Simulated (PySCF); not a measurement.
C2H5ClSi, SMILES Cl/C=C\[SiH3]. Atoms are numbered in the order given.

```xyz
9

Si    -0.3870     1.6775     0.0000
C      1.1061     0.5349     0.0000
C      1.0080    -0.7947     0.0000
Cl    -0.5239    -1.6100     0.0000
H     -1.2204     1.4504     1.2145
H     -1.2204     1.4504    -1.2145
H      0.0993     3.0875     0.0000
H      2.1242     0.9418     0.0000
H      1.8559    -1.4865     0.0000
```

Geometry optimised at ωB97X-D3(BJ)/def2-SVP. The structure was generated by enumeration; whether it is a known compound was not checked.

Calculation: CAM-B3LYP/def2-TZVP (PySCF).

ESP charges are fitted to the potential on shells at 1.4 to 2.0 van der Waals radii. Atomic charges (e):

```json
[
 {"atom": "Si1", "meta-Löwdin": "0.51", "ESP fit": "0.22"},
 {"atom": "C2", "meta-Löwdin": "-0.37", "ESP fit": "-0.10"},
 {"atom": "C3", "meta-Löwdin": "-0.08", "ESP fit": "-0.29"},
 {"atom": "Cl4", "meta-Löwdin": "-0.05", "ESP fit": "-0.02"},
 {"atom": "H5", "meta-Löwdin": "-0.09", "ESP fit": "-0.05"},
 {"atom": "H6", "meta-Löwdin": "-0.09", "ESP fit": "-0.05"},
 {"atom": "H7", "meta-Löwdin": "-0.10", "ESP fit": "-0.07"},
 {"atom": "H8", "meta-Löwdin": "0.14", "ESP fit": "0.13"},
 {"atom": "H9", "meta-Löwdin": "0.14", "ESP fit": "0.22"}
]
```

Computed Mayer and Wiberg (Löwdin basis) orders of the bonds:
```tsv
bond	Mayer	Wiberg
Si1–C2	0.94	1.13
C2–C3	1.89	2.17
C3–Cl4	1.13	1.70
Si1–H5	0.96	0.95
Si1–H6	0.96	0.95
Si1–H7	0.96	0.95
C2–H8	0.93	0.83
C3–H9	0.95	0.88
```
